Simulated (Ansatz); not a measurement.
One change: `CC#C[SiH2]C` becomes `CC#CS[SiH3]`.

Ansatz, PBE0-D4/def2-TZVP geometries, multiplicity 1. 

```tsv
property	`CC#C[SiH2]C`
LUMO energy (B3LYP/def2-TZVPP) / eV	0.05
HOMO–LUMO gap (B3LYP/def2-TZVPP) / eV	7.39
size of the dipole moment (PBE/def2-TZVPP) / D	1.48
HOMO–LUMO gap (PBE0/def2-TZVPP) / eV	7.83
HOMO energy (ωB97M-V/def2-TZVPP) / eV	-9.79
HOMO energy (PBE/def2-TZVPP) / eV	-6.38
```

What does the change do to each property? (Estimate.)

The calculation gave: 
| property | `CC#CS[SiH3]` | shift |
| --- | --- | --- |
| LUMO energy (B3LYP/def2-TZVPP) / eV | -0.29 | -0.34 |
| HOMO–LUMO gap (B3LYP/def2-TZVPP) / eV | 6.04 | -1.35 |
| size of the dipole moment (PBE/def2-TZVPP) / D | 1.45 | -0.03 |
| HOMO–LUMO gap (PBE0/def2-TZVPP) / eV | 6.47 | -1.36 |
| HOMO energy (ωB97M-V/def2-TZVPP) / eV | -8.64 | 1.15 |
| HOMO energy (PBE/def2-TZVPP) / eV | -5.45 | 0.93 |

With PBE0 the HOMO rises by 1.01 eV and the LUMO falls by 0.34 eV, so the gap narrows by about 1.35 eV. PBE moves the HOMO by 0.93 eV and ωB97M-V by 1.15 eV. Dipoles are sizes alone; their direction can turn.

B3LYP here is the variant with VWN-RPA as its local correlation; programs differ in this.
